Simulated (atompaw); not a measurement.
**What one change does to a pseudopotential (erbium (Er), PAW (atompaw))**

atompaw 4.2.0.5 input, output lines left out:

```
Er 68
GGA-PBE scalarrelativistic loggrid 2001 logderivrange -8 5 326
6 6 5 4 0 0
6 0 0
6 1 0
5 2 0
4 3 11
0 0 0
c
c
c
c
v
v
c
c
c
v
v
c
c
v
c
2
2.50 1.95 1.75 1.80
n
n
y
-1.3
n
custom polynom gramschmidtortho besselshape
bessel
2.20
2.50
1.65
2.50
2.50
2.50
```

All-electron outer shells of the reference configuration (PBE, scalar-relativistic, ld1.x):

| shell | level (eV) | outermost node (bohr) | outermost maximum (bohr) |
| --- | --- | --- | --- |
| 5s | -81.99 | 0.60 | 1.10 |
| 5p | -55.37 | 0.65 | 1.26 |
| 4f | -35.44 | – | 0.51 |
| 5d | -24.98 | 0.72 | 1.70 |
| 6s | -23.68 | 1.46 | 2.73 |
| 6p | -17.74 | 1.71 | 3.26 |

Change: local potential bessel scheme, radius 1.18 bohr.

Cutoffs: the cutoffs (Ry, on a coarse ladder) from which the occupation-weighted sum of valence levels, in a spherical-Bessel basis at the reference potential, stays within 10 and 1 mRy of its value at 400 Ry; they do not see the model core or the augmentation charge, which bear on the density cutoff.

Question: What does the change do?

Answer: The potential gets neither clearly harder nor softer (21 Ry and 35 Ry → 21 Ry and 35 Ry); the range in which the s phases agree narrows (upper end 3.9 → 0.9); the range in which the p phases agree narrows (upper end at the end of the scan → -0.2); neither file shows a bound ghost.

| quantity | base | changed |
| --- | --- | --- |
| cutoff, loose | 21 Ry | 21 Ry |
| cutoff, tight | 35 Ry | 35 Ry |
| bound ghosts | none | none |
| s: phases at 2.52 bohr within 0.05 rad from the reference energy up to (Ry; the scan ends near 5) | 3.9 | 0.9 |
| p: phases at 2.52 bohr within 0.05 rad from the reference energy up to (Ry; the scan ends near 5) | to the end of the scan | -0.2 |
| d: phases at 2.52 bohr within 0.05 rad from the reference energy up to (Ry; the scan ends near 5) | 2.1 | 2.2 |
| lowest overlap eigenvalue by channel | s 0.23, p 0.60, d 0.94 | s 0.65, p 0.63, d 0.93 |

 The cutoffs see the waves, projectors and local potential, not the compensation charge or the core.
